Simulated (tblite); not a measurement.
C6H11N2 (doublet state).
Numbering: `[CH3:1][CH2:2][CH2:3][N:4]1[CH:5][CH2:6][CH:7]=[N:8]1` (hydrogens: H9, H10, H11 on C1; H12, H13 on C2; H14, H15 on C3; H16 on C5; H17, H18 on C6; H19 on C7)
Bond orders are those of one Lewis drawing.

Computed with GFN2-xTB (tblite), gas phase: L-BFGS steps from a force-field or distance-geometry start until the largest atomic force falls under 0.01 eV/Å.

Step 2: E = -657.1286 eV
```
atom  x, y, z in Å  |  force x, y, z in eV/Å
C1     -2.3220    0.6383    0.5407    0.539  -0.602  -0.241
C2     -1.9831   -0.4881   -0.4658    0.461   0.652   0.148
C3     -0.5945   -1.1319   -0.3606   -0.005   0.358  -0.044
N4      0.5639   -0.2593   -0.4435   -0.664   0.389  -0.500
C5      1.8958   -0.6954   -0.6161    0.222   0.051   0.082
C6      2.6208    0.0409    0.4895   -0.383   0.212  -0.091
C7      1.8430    1.3317    0.3183   -0.698  -0.409   0.102
N8      0.6687    1.0880   -0.1686   -0.203   0.086   1.296
H9     -1.7308    0.6026    1.4700   -0.157  -0.082  -0.581
H10    -3.3579    0.5037    0.7900   -0.434   0.261   0.259
H11    -2.1851    1.5826    0.0488    0.146   0.451   0.125
H12    -2.1367   -0.1550   -1.5004    0.083   0.207   0.290
H13    -2.6987   -1.2640   -0.2898   -0.309  -0.754   0.009
H14    -0.5605   -1.7522    0.5615    0.187   0.428  -0.116
H15    -0.5496   -1.8324   -1.1993    0.362  -0.099  -0.076
H16     2.2259   -0.2489   -1.5654    0.316  -1.278  -0.342
H17     3.6695    0.1518    0.3282    0.631  -0.069   0.083
H18     2.3806   -0.4010    1.4791    0.352   0.225  -0.293
H19     2.2407    2.2977    0.5759   -0.447  -0.027  -0.109
```

Step 3: E = -657.3591 eV
```
atom  x, y, z in Å  |  force x, y, z in eV/Å
C1     -2.3326    0.6395    0.5306    0.995  -0.636  -0.267
C2     -1.9886   -0.4971   -0.4612    0.682   0.840   0.020
C3     -0.5790   -1.1239   -0.3701   -0.555   0.378   0.102
N4      0.5589   -0.2415   -0.4731   -0.741   0.499  -0.253
C5      1.8847   -0.6678   -0.6092    0.449  -0.850  -0.177
C6      2.6289    0.0424    0.4758   -0.386   0.478   0.071
C7      1.8214    1.3201    0.3283   -0.155  -0.040   0.437
N8      0.6397    1.0829   -0.1127   -0.448   0.156   0.831
H9     -1.7356    0.5975    1.4430    0.021  -0.100  -0.194
H10    -3.3510    0.5177    0.7976   -0.928   0.165   0.281
H11    -2.1777    1.5933    0.0645    0.101   0.390  -0.057
H12    -2.1299   -0.1417   -1.4830   -0.026   0.121   0.033
H13    -2.6971   -1.2818   -0.2942   -0.269  -0.678   0.023
H14    -0.5553   -1.7294    0.5527    0.296   0.274   0.095
H15    -0.5342   -1.8316   -1.1953    0.339  -0.163  -0.222
H16     2.2384   -0.3145   -1.5725    0.342  -1.055  -0.552
H17     3.6864    0.1475    0.3377    0.392  -0.013  -0.067
H18     2.3961   -0.3901    1.4672    0.279   0.112  -0.167
H19     2.2167    2.2876    0.5664   -0.386   0.123   0.063
```

Step 4: E = -657.6174 eV
```
atom  x, y, z in Å  |  force x, y, z in eV/Å
C1     -2.3328    0.6361    0.5105    0.366  -0.331   0.038
C2     -1.9877   -0.5020   -0.4563    0.308   0.454  -0.200
C3     -0.5689   -1.1066   -0.3824   -0.732   0.130   0.031
N4      0.5428   -0.2045   -0.5206   -0.291   0.473   0.210
C5      1.8742   -0.6470   -0.6044    0.251  -1.070  -0.612
C6      2.6400    0.0547    0.4563   -0.421   0.542   0.052
C7      1.7938    1.3075    0.3558   -0.539   0.028   0.434
N8      0.5820    1.0771   -0.0199    0.466  -0.004   0.296
H9     -1.7398    0.5876    1.4036    0.365  -0.146   0.438
H10    -3.3573    0.5410    0.8136   -0.542   0.111   0.024
H11    -2.1653    1.6131    0.0871    0.044   0.127  -0.248
H12    -2.1208   -0.1196   -1.4586   -0.158   0.021  -0.388
H13    -2.6956   -1.3161   -0.3009    0.124  -0.104  -0.046
H14    -0.5417   -1.6914    0.5429    0.399   0.113   0.340
H15    -0.5057   -1.8328   -1.1933    0.226  -0.069  -0.190
H16     2.2632   -0.4308   -1.5938    0.148  -0.944  -0.314
H17     3.7131    0.1409    0.3503   -0.021   0.122  -0.282
H18     2.4231   -0.3731    1.4483    0.162  -0.047   0.016
H19     2.1738    2.2749    0.5543   -0.155   0.595   0.399
```

Q: Estimate the geometry and energy of step 5. (The exact step hangs on the optimiser's Hessian estimate; all steps are aligned on step 4, rigid shifts and turns removed.)

A: E = -657.7299 eV, largest force 0.869 eV/Å
```
atom  x, y, z in Å  |  force x, y, z in eV/Å
C1     -2.3326    0.6311    0.5022    0.127   0.089   0.321
C2     -1.9860   -0.5008   -0.4570   -0.023   0.182  -0.348
C3     -0.5735   -1.0972   -0.3892   -0.347   0.035   0.017
N4      0.5332   -0.1792   -0.5406    0.001   0.037   0.336
C5      1.8703   -0.6503   -0.6124   -0.042  -0.642  -0.360
C6      2.6395    0.0685    0.4464   -0.256   0.229  -0.163
C7      1.7721    1.3023    0.3773    0.012   0.399   0.595
N8      0.5607    1.0725    0.0296    0.253  -0.143  -0.186
H9     -1.7353    0.5801    1.3919    0.352  -0.157   0.503
H10    -3.3646    0.5548    0.8207   -0.224   0.061  -0.119
H11    -2.1584    1.6241    0.0947   -0.006  -0.176  -0.227
H12    -2.1188   -0.1081   -1.4532   -0.201  -0.033  -0.500
H13    -2.6907   -1.3322   -0.3057    0.256   0.173  -0.090
H14    -0.5285   -1.6704    0.5435    0.376   0.117   0.301
H15    -0.4881   -1.8337   -1.1944    0.128   0.044  -0.090
H16     2.2770   -0.5050   -1.6075    0.012  -0.852  -0.173
H17     3.7250    0.1399    0.3520   -0.345   0.228  -0.357
H18     2.4392   -0.3654    1.4393    0.092  -0.104   0.030
H19     2.1499    2.2782    0.5549   -0.167   0.513   0.509
```

The energy changes by -0.1124 eV. The first-order estimate −F·Δx gives -0.1569 eV and the mean of the old and new forces, exact on a quadratic surface, -0.1121 eV. The step makes an angle of 62° with the force vector and moves no atom by more than 0.077 Å.

The cost below is that of the whole relaxation. On one thread, Arm Neoverse V2 (aarch64), shared host, this took 0.88 s of wall time.
